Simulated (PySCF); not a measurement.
**Correlation energy of Be⁺ (beryllium, charge +1)**

[He] 2s1, 2S determinant. Calculation: PySCF 2.14, in dyall-acv3z (15s9p4d2f, 76 functions); scalar relativity by spin-free X2C-1e. Frozen: nothing; 3 electrons correlated; the 5 highest virtual orbitals of each spin left out.

```csv
level,correlation energy (mhartree)
CCSD,-44.54
(T),-0.03
CCSD(T),-44.57
```

Diagnostics: T1 = 0.0017, D1 = 0.0042, largest double amplitude 0.009.

Cost of the coupled-cluster step: of the order of 6 core-seconds, for 3 correlated electrons.

Iterations:

```
CC2 = 0
CCSD nocc = (np.int64(2), np.int64(1)), nmo = (71, 71)
frozen orbitals [[71, 72, 73, 74, 75], [71, 72, 73, 74, 75]]
max_cycle = 100
direct = 0
conv_tol = 1e-08
conv_tol_normt = 1e-06
diis_space = 8
diis_start_cycle = 0
Init t2, MP2 energy = -0.0410509872766163
Init E_corr(UCCSD) = -0.041050987277249
cycle = 1  E_corr(UCCSD) = -0.0441370397611927  dE = -0.00308605248  norm(t1,t2) = 0.00511355
cycle = 2  E_corr(UCCSD) = -0.044484233768809  dE = -0.000347194008  norm(t1,t2) = 0.00128191
cycle = 3  E_corr(UCCSD) = -0.0445524999321069  dE = -6.82661633e-05  norm(t1,t2) = 0.000448241
cycle = 4  E_corr(UCCSD) = -0.0445397692321691  dE = 1.27306999e-05  norm(t1,t2) = 4.64912e-05
cycle = 5  E_corr(UCCSD) = -0.0445402850878137  dE = -5.15855645e-07  norm(t1,t2) = 3.30506e-06
cycle = 6  E_corr(UCCSD) = -0.0445402853576146  dE = -2.69800925e-10  norm(t1,t2) = 2.0321e-07
UCCSD converged
E(UCCSD) = -14.32445538633522  E_corr = -0.04454028535761458
UCCSD(T) correction = -2.57887750855017e-05
```
